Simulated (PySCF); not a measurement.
Structure problem from calculated spectra and properties.

Formula: C5H6F2.

* Couplings: largest of the computed one-bond spin–spin couplings (means over like bonds): 19F–13C -334.8 (×2), 13C–1H +183.0, 13C–1H +145.4 (×2), 13C–1H +133.5 (×3), 13C–13C +66.5, 13C–13C +50.4, 13C–13C +45.3, 13C–13C +38.1 Hz [B3LYP/pcJ-1, spin–dipole term left out for some pairs]
* Triplet: lowest triplet excitation (Tamm–Dancoff): 4.42 eV [TDA B3LYP/def2-SVPD]
* 1H NMR: chemical shifts (computed TMS as zero) by class: 6.14 (1 H), 2.93 (2 H), 2.08 (3 H) ppm [GIAO PBE0/pcSseg-1]
* Rotational structure: rotational constants A, B, C: 5.873, 1.760, 1.708 GHz [GFN2-xTB]
* 13C NMR: chemical shifts (computed TMS as zero) by class: 163.3 (1 C), 137.5 (1 C), 122.0 (1 C), 51.3 (1 C), 19.1 (1 C) ppm [GIAO PBE0/pcSseg-1]
* NMR, other nuclei: isotropic shieldings of nuclei other than C and H, by class: 296 (2 F) ppm [GIAO PBE0/pcSseg-1]
* UV, strongest line: among the 8 lowest singlet transitions: S2 at 6.99 eV (177 nm, f = 0.267) [TDDFT B3LYP/def2-SVPD]
* Dipole: 3.44 D [B3LYP/def2-SVPD]

Gas-phase values; electronic properties from PySCF, density fitting. Levels stand in brackets. Isolated species at its GFN2-xTB geometry, gas phase. NMR classes are plain means over equivalent atoms (diastereotopic ones count apart unless rotation or inversion swaps them), as if these changed places fast.

Question: Propose a structure and show how it fits.

Answer: Numbering: `[CH3:1][C:2]1=[CH:3][C:4]([F:5])([F:6])[CH2:7]1`. Its formula, C5H6F2, gives 2 degrees of unsaturation: 1 ring and 1 π bond in the structure found. 5 carbons fall into 5 classes; from least to most shielded: fully substituted alkene carbon [C2] (163.3 ppm), alkene CH carbon [C3] (137.5 ppm), CF2 carbon [C4] (122.0 ppm), allylic carbon [C7] (51.3 ppm), allylic carbon [C1] (19.1 ppm). Hydrogen classes from least to most shielded: 1 H on an alkene CH carbon, C3 (6.14 ppm), 2 H on an allylic carbon, C7 (2.93 ppm), 3 H on an allylic carbon, C1 (2.08 ppm). The other shieldings belong to: 296 ppm, fluorine of a CF2 group [F5/F6]. The couplings run between: -334.8 Hz, fluorine of a CF2 group [F5] and CF2 carbon [C4] (with 1 like pair); +183.0 Hz, alkene CH carbon [C3] and its hydrogen; +145.4 Hz, allylic carbon [C7] and its hydrogen (with 1 like pair); +133.5 Hz, allylic carbon [C1] and its hydrogen (with 2 like pairs); +66.5 Hz, fully substituted alkene carbon [C2] and alkene CH carbon [C3]; +50.4 Hz, alkene CH carbon [C3] and CF2 carbon [C4]; +45.3 Hz, allylic carbon [C1] and fully substituted alkene carbon [C2]; +38.1 Hz, CF2 carbon [C4] and allylic carbon [C7]. The optimised geometry has point group Cs and is an asymmetric top. Structure: `CC1=CC(F)(F)C1`. Computed isomers that give other values at the same levels: `C=C/C=C/C(F)F` (13C chemical shifts (computed TMS as zero) by class: 143.8 (1 C), 142.8 (1 C), 133.7 (1 C), 130.4 (1 C), 119.6 (1 C) ppm); `C=C=C(CF)CF` (13C chemical shifts (computed TMS as zero) by class: 223.6 (1 C), 102.9 (1 C), 84.6 (2 C), 79.2 (1 C) ppm); `C=C(F)C/C=C\F` (13C chemical shifts (computed TMS as zero) by class: 176.7 (1 C), 158.1 (1 C), 114.4 (1 C), 96.1 (1 C), 32.4 (1 C) ppm). The assignments are read from this structure; whether some other isomer fits the data as well wasn't checked.
